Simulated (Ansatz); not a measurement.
Ni₂H₄⁻. The state is a doublet with charge -1. Geometry relaxed at PBE-D4/def2-TZVPD.

| atom | x (Å) | y (Å) | z (Å) |
| --- | --- | --- | --- |
| Ni1 | -0.7334 | -0.9620 | 0.0510 |
| Ni2 | 1.0095 | 0.5949 | -0.3052 |
| H3 | -2.2597 | -1.0507 | 0.3137 |
| H4 | 1.2866 | 2.1175 | -0.4114 |
| H5 | -0.1744 | 0.3566 | 0.7049 |
| H6 | 0.8715 | -1.0562 | -0.3530 |

The order of the spin states hangs on the level: the quartet lies 0.05 eV below the doublet at PBE0-D4/def2-TZVPD, but 0.57 eV above it at PBE-D4/def2-TZVPD. The structure comes from a short search, and lower isomers may exist.

Problem. Estimate the harmonic wavenumbers at UKS PBE-D4/def2-TZVPD (Ansatz, unscaled). Is this a minimum?

Solution. 195, 322, 395, 403, 469, 617, 1190, 1194, 1392, 1464, 1688, 1691 cm⁻¹. Yes, no mode is imaginary beyond noise. Zero-point energy 65.9 kJ/mol. Hardware: 4 threads of Arm Neoverse V2 on a shared host. Wall time 45 s.
